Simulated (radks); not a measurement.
All-electron atom: the zinc ion Zn+ in [Ar] 3d10 4s1 (the NIST ground configuration).

Method: Dirac Kohn-Sham, PBE, spin-unpolarised, spherical densities, finite nucleus; Fermi nuclear charge, rms radius 3.9283 fm; computed with a radial shooting solver on a logarithmic mesh with Libxc functionals.

Energy parts (hartree):
part                       energy
total                 -1795.71193
kinetic                1829.06227
electron-nucleus      -4322.13242
Hartree                 768.72247
exchange-correlation    -71.36425

Orbitals (lengths in bohr, moments of r in powers of bohr; <r^-3> diverges for s and p1/2; r(90%) holds 90 % of the orbital's charge):
| orbital | occ. | eigenvalue (hartree) | <r^4> | r(90%) | <r^-3> | <r> |
|---|---|---|---|---|---|---|
| 1s1/2 | 2 | -350.3234 | 0.00002983 | 0.0899 | - | 0.05031 |
| 2s1/2 | 2 | -42.90144 | 0.006324 | 0.350 | - | 0.2260 |
| 2p1/2 | 2 | -37.82246 | 0.004511 | 0.321 | - | 0.1959 |
| 2p3/2 | 4 | -36.94509 | 0.004779 | 0.326 | 769.5 | 0.1993 |
| 3s1/2 | 2 | -5.10303 | 0.4703 | 1.02 | - | 0.6812 |
| 3p1/2 | 2 | -3.49562 | 0.6179 | 1.09 | - | 0.7064 |
| 3p3/2 | 4 | -3.38319 | 0.6575 | 1.11 | 99.31 | 0.7172 |
| 3d3/2 | 4 | -0.73407 | 3.254 | 1.57 | 9.700 | 0.8924 |
| 3d5/2 | 6 | -0.72087 | 3.385 | 1.58 | 9.435 | 0.9000 |
| 4s1/2 | 1 | -0.51437 | 73.24 | 3.63 | - | 2.401 |

The highest occupied level is 4s1/2 at -13.997 eV. For comparison, the ionisation energy in NIST's Atomic Spectra Database is 17.964 eV (measured). In exact Kohn-Sham theory the highest level is minus the ionisation energy, but local and semilocal functionals leave it too shallow, through self-interaction and a potential that decays too fast; potentials with the right tail come closer. The electron density at the nucleus is 2.508e+04 e/bohr^3.

Beside tabulated values, note that spin-unpolarised runs miss the spin-polarisation part of the exchange energy of open shells.
